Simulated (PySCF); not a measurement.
Job for PySCF: R-HF/STO-3G on CH3BO (a complex).

```python
from pyscf import gto, scf, dft, mp
from pyscf.data.elements import chemcore

mol = gto.M(
    atom='''
    B     0.05092971   -0.01422898    0.50933895
    H     0.35862152    1.07006016    0.11994969
    H     0.91233479   -0.82054991    0.33790774
    H    -1.00059855   -0.37162160    0.07540596
    C    -0.24788773    0.19073542    3.04243995
    O    -0.11574229    0.10043540    1.92127002
    ''',
    basis='sto-3g',
    charge=0, spin=0, verbose=3, max_memory=1800)
mf = scf.RHF(mol)
mf.conv_tol = 1e-8
mf.max_cycle = 100
mf.kernel()
if not mf.converged:
    mf = mf.newton().run(mf.mo_coeff, mf.mo_occ)
```

Output:

```
converged SCF energy = -137.289533955917
```

The calculation finished and met its thresholds.

Cost: very roughly 0.14 core-seconds.
